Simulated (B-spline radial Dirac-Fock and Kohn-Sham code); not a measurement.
# Kohn-Sham estimates against Dirac-Fock for the levels of Tl

System: neutral thallium, 1s2 2s2 2p6 3s2 3p6 3d10 4s2 4p6 4d10 4f14 5s2 5p6 5d10 6s2 6p1.

The density-functional columns are spherical, spin-unpolarised Dirac-Kohn-Sham results without Breit or QED terms: −ε is minus the orbital energy of the initial state and ΔSCF the difference of two total energies, and "half-occupied" is minus the orbital energy with half an electron removed (Slater transition state). The reference in the last column comes from multi-electron Dirac-Fock with separately optimised hole states, Breit and Lamb-shift corrections added in first order. All numbers are from a B-spline atomic structure program, in eV; a selection of levels is shown. For the 1s level of heavy atoms much of the gap between ΔSCF and the reference is the Breit and QED part, -473.7 eV here; for other levels the error of the functional can be larger.

```tsv
level	PBE ΔSCF	LDA −ε	LDA ΔSCF	LDA half-occupied	Dirac-Fock
1s	86064.4	85365.3	85994.8	85996.1	85531.8
2s	15315.1	15189.1	15305.2	15305.1	15359.5
2p1/2	14746.2	14590.5	14741.5	14741.3	14705.2
2p3/2	12654.7	12527.3	12652.3	12652.1	12663.1
3s	3660.8	3624.8	3658.2	3658.1	3719.0
3p1/2	3390.0	3352.8	3389.0	3388.9	3427.0
3p3/2	2926.7	2894.2	2926.3	2926.1	2968.2
3d3/2	2480.2	2441.4	2480.4	2480.3	2492.7
3d5/2	2380.6	2343.4	2380.9	2380.7	2396.4
4s	824.2	808.1	822.8	822.7	860.6
4p1/2	706.0	690.7	705.4	705.3	734.5
4p3/2	593.4	579.0	592.7	592.6	622.3
4d3/2	400.0	386.4	399.9	399.8	416.7
4d5/2	378.9	365.5	378.8	378.7	395.8
4f5/2	129.1	116.6	129.5	129.4	128.2
4f7/2	124.3	112.0	124.8	124.6	123.8
5s	138.1	130.8	138.5	138.4	147.2
5p1/2	98.13	91.19	98.51	98.42	103.3
5p3/2	77.48	70.75	77.63	77.54	83.27
5d3/2	22.61	16.94	22.80	22.72	21.34
5d5/2	20.28	14.72	20.45	20.37	19.19
6s	13.41	9.79	13.75	13.70	11.54
6p	5.27	2.66	5.51	5.46	4.97
```

**Question.** Order the estimates of the K (1s) level by their distance from the Dirac-Fock value, nearest first.
A. PBE ΔSCF
B. LDA ΔSCF
C. LDA −ε
D. LDA half-occupied

**Answer.** C (166.4 eV), B (463.1 eV), D (464.4 eV), A (532.6 eV).

An eigenvalue near the reference for a deep level is a cancellation of errors: it lacks relaxation, carries self-interaction and omits Breit and QED terms.

Values without a named source are computed, but for edge energies of neutral atoms, which are taken from tables.
